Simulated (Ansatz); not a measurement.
Consider the ligand exchange at the Si–O bond: `[SiH3]O[SiH](Cl)Cl` + `[OH][GeH3]` → `Cl[SiH](Cl)[O][GeH3]` + `O[SiH3]`.

Calculated with Ansatz (gas phase, PBE0-D4/def2-TZVP geometries, no zero-point term in ΔE). CCSD(T)/CBS adds triple-zeta CCSD(T) − MP2 to the extrapolated MP2 energy (def2 sets, frozen cores). Functionals use def2-TZVPP. HSE06 is defined as in plane-wave codes. For Ge outer-core shells are correlated without core-valence functions, which leaves a few kJ/mol of doubt a bond. Scalar relativity is left out up to krypton. One conformer a species, not always the lowest.

Problem. Is it downhill or uphill in electronic energy at CCSD(T)/CBS, and by how much? (Best estimate.)

Solution. The calculation gave: Downhill: ΔE = -5.0 kJ/mol.

Problem. What do these levels give: LDA (SPW92), PBE-D4, r2SCAN-D4, HSE06-D4, PBE, BLYP, BHLYP, CAM-B3LYP, RPA@PBE/def2-TZVPP, HF/def2-SVP, MP2/def2-TZVPP, SCS-MP2/def2-QZVPP? (Estimate.)

Solution. Ansatz gave: LDA (SPW92) -5.2, PBE-D4 -4.3, r2SCAN-D4 -4.3, HSE06-D4 -4.3, PBE -3.7, BLYP -2.3, BHLYP -3.0, CAM-B3LYP -3.2, RPA@PBE/def2-TZVPP -4.9, HF/def2-SVP -4.1, MP2/def2-TZVPP -6.0, SCS-MP2/def2-QZVPP -4.8 kJ/mol.

Largest T1 diagnostic among the species: 0.011.

Leaving LDA and LC-ωPBE aside and taking each functional with its dispersion term where it has one, the values, not all of them listed here, spread over 1.9 kJ/mol, from ωB97M-V to BLYP-D4.
